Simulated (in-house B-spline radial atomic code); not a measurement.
A fraction x of an electron is removed from 2p in Cl⁵⁺, starting from [Ne] 3s2 and keeping the highest spin. Computed with an all-electron radial atomic-structure program (B-spline basis): scalar-relativistic (X2C) TPSS, spin-polarised, spherical fractional occupations, Fermi nucleus of rms radius 3.3654 fm.

```
   x  E(x) - E(0) (eV)  2p down level (eV)
   0            0.0000            -276.964
0.05           13.9070            -279.315
0.15           42.0742            -284.033
0.33           93.9686            -292.584
0.47          135.3988            -299.283
 0.5          144.3989            -300.724
0.61          177.7697            -306.023
0.71          208.6138            -310.862
0.87                 ?                   ?
0.88                 ?                   ?
   1          300.8104            -325.002
```

Q: What belongs in the row x = 0.87?

A: An energy change of 258.9737 eV; 2p down at -318.644 eV.

Q: What belongs in the row x = 0.88?

A: An energy change of 262.1626 eV; 2p down at -319.132 eV.

Q: Check Janak's theorem between x = 0.05 and 0.15.

A: The slope of the energy is 281.67 eV; the orbital levels give 281.67 eV (-ε of the emptying orbital, averaged over the two points).
